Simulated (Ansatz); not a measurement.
`[SiH3][Al]1[CH2][GaH]1`, relaxed with RKS PBE0-D4/def2-TZVP in Ansatz 0.2.0 from a GFN2-xTB geometry. The force threshold is 0.005 eV/Å; the program also tests the step.

Total charge 0; spin multiplicity 1.

Start:

```xyz
10

Si   -0.361    0.763   -2.239
Al    0.262    0.373    0.100
C     0.730    0.373    1.953
Ga   -0.348   -1.892    1.349
H    -0.932   -0.587   -2.582
H     0.438    1.141   -3.430
H    -1.543    1.669   -2.309
H     0.755    1.280    2.579
H     1.784    0.001    1.933
H    -0.786   -3.120    2.646
```

Problem. How much energy does the relaxation release, and in how many steps? (Estimate.)

Solution. Ansatz gave: 27.26 kcal/mol, in 14 steps.

Problem. Which bonds change most? (Estimate.)

Solution. Ansatz gave: C3–Ga4 from 2.581 to 2.104 Å; Al2–Ga4 from 2.658 to 2.388 Å; Ga4–H10 from 1.839 to 1.574 Å; Si1–H5 from 1.506 to 1.489 Å.

Problem. Give the relaxed structure. (Estimate.)

Solution. Ansatz gave: 
```xyz
10

Si   -0.480    0.697   -2.260
Al    0.324   -0.319   -0.176
C     0.583    0.227    1.634
Ga   -0.090   -1.766    1.677
H    -1.200   -0.282   -3.120
H     0.672    1.229   -3.044
H    -1.401    1.837   -1.982
H     0.360    1.173    2.128
H     1.475   -0.201    2.137
H    -0.242   -2.595    3.007
```
